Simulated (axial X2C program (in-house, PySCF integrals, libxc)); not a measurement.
# How the levels of IGdI (f7 s1 orbitals) move with the bond length

Computed with an in-house all-electron X2C program for linear molecules (integrals from PySCF): two-component X2C with atomic mean-field Coulomb and Gaunt terms, basis I dyall-v3z, Gd dyall-v3z (cores contracted in-house). Orbitals come from Hartree–Fock averaged over the configuration Gd f7 s1; CI then distributes these electrons over the f, s shells of Gd.

At I–Gd–I held linear, both bonds 2.929 Å:

| Ω | energy (cm⁻¹) | g∥ | configuration |
| --- | --- | --- | --- |
| 0 | 0 | 0.00 | 100% f7 s1 |
| 1 | 0 | 3.99 | 100% f7 s1 |
| 2 | 1 | 7.99 | 100% f7 s1 |
| 3 | 2 | 11.98 | 100% f7 s1 |
| 4 | 4 | 15.97 | 100% f7 s1 |
| 3 | 5243 | 11.98 | 100% f7 s1 |
| 2 | 5270 | 7.99 | 100% f7 s1 |
| 1 | 5286 | 3.99 | 100% f7 s1 |
| 0 | 5291 | 0.00 | 100% f7 s1 |

g∥ is the magnitude of 2⟨Lz + ge Sz⟩ for the +Ω component. The lowest 14 levels at most are listed.

At I–Gd–I held linear, both bonds 3.046 Å:

```
Ω  energy (cm⁻¹)     g∥  configuration
0              0   0.00     100% f7 s1
1              1   3.99     100% f7 s1
2              2   7.99     100% f7 s1
3              5  11.98     100% f7 s1
4              9  15.97     100% f7 s1
3           5387  11.98     100% f7 s1
2           5416   7.99     100% f7 s1
1           5434   3.99     100% f7 s1
0           5440   0.00     100% f7 s1
```

The lowest level lies 652 cm⁻¹ above the lowest at the first distance.

Problem. How does the gap from the lowest to the fifth level change between the two distances?

Solution. From 4 to 9 cm⁻¹, a factor of 2.03.

Dynamic correlation is missing, so gaps between terms are too wide and other configurations may lie lower; the lowest level listed is that of this model, not necessarily the ground state. At most 4 roots were kept for each Ω > 0 (twice that for Ω = 0) within 2.2 eV of the lowest, so higher up levels can be missing between those listed; levels with Ω > 0 are doubly degenerate and listed once, Ω = 0 levels singly. The molecule was held linear; bending was not examined.
